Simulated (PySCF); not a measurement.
Nb (SMILES [Nb]), sextet (core potentials on Nb).

PySCF was given this input:
```python
from pyscf import gto, scf, dft

mol = gto.M(
    atom='''
Nb    0.000000    0.000000    0.000000
''',
    basis='def2-svp',
    ecp={'Nb': 'def2-svp'},
    charge=0,
    spin=5,
    verbose=4,
)

mf = dft.UKS(mol)
mf.xc = 'wb97x_v'
mf.grids.atom_grid = (99, 590)
mf.grids.prune = None
mf.kernel()
```

Q: What does this run give for the total energy, number of basis functions, dipole moment, <S^2>, HOMO energy?

A: 
- total energy: -56.7509 Eh
- number of basis functions: 31
- dipole moment: 0.00 D
- <S^2>: 8.751
- HOMO energy: -6.43 eV

These values belong to the state on which the SCF converged, which isn't shown to be the lowest.
